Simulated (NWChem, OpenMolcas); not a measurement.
**CH3Te (SMILES C[Te]): the vertical ionisation energy from total energies**

CH3Te: 5 atoms, total charge 0, spin state doublet. SMILES: `C[Te]`. The coordinates come from a PBE0-D4/def2-TZVP relaxation.

```xyz
5

C    -0.2039   -0.0461   -0.0014
Te    1.9120    0.2382    0.0734
H    -0.4568   -1.0548    0.3162
H    -0.7025    0.6994    0.6135
H    -0.4988    0.0895   -1.0432
```

Both states at this one shape; open shells run unrestricted unless said. 1 Eh = 27.2114 eV.

| level | program | doublet CH3Te (Eh) | singlet CH3Te+ (Eh) |
| --- | --- | --- | --- |
| UHF/3-21G | OpenMolcas | -6622.095253 | -6621.764089 |
| USVWN5/def2-SVPD (core potential) | OpenMolcas | -307.092037 | -306.741969 |
| USVWN5/def2-TZVPP (core potential) | NWChem | -307.149525 | -306.797917 |
| U-r2SCAN/def2-SVPD (core potential) | OpenMolcas | -307.947203 | -307.588873 |

Work out the vertical ionisation energy at each level.


1. UHF/3-21G: -6621.764089 − (-6622.095253) = 0.331164 Eh = 9.01 eV.
2. USVWN5/def2-SVPD (core potential): -306.741969 − (-307.092037) = 0.350068 Eh = 9.53 eV.
3. USVWN5/def2-TZVPP (core potential): -306.797917 − (-307.149525) = 0.351608 Eh = 9.57 eV.
4. U-r2SCAN/def2-SVPD (core potential): -307.588873 − (-307.947203) = 0.358330 Eh = 9.75 eV.

No measured value is set beside it here; the levels span 9.01 to 9.75 eV. Spin-orbit coupling, which splits open shells on such heavy atoms by tenths of an eV, is left out. All-electron rows are non-relativistic unless named.
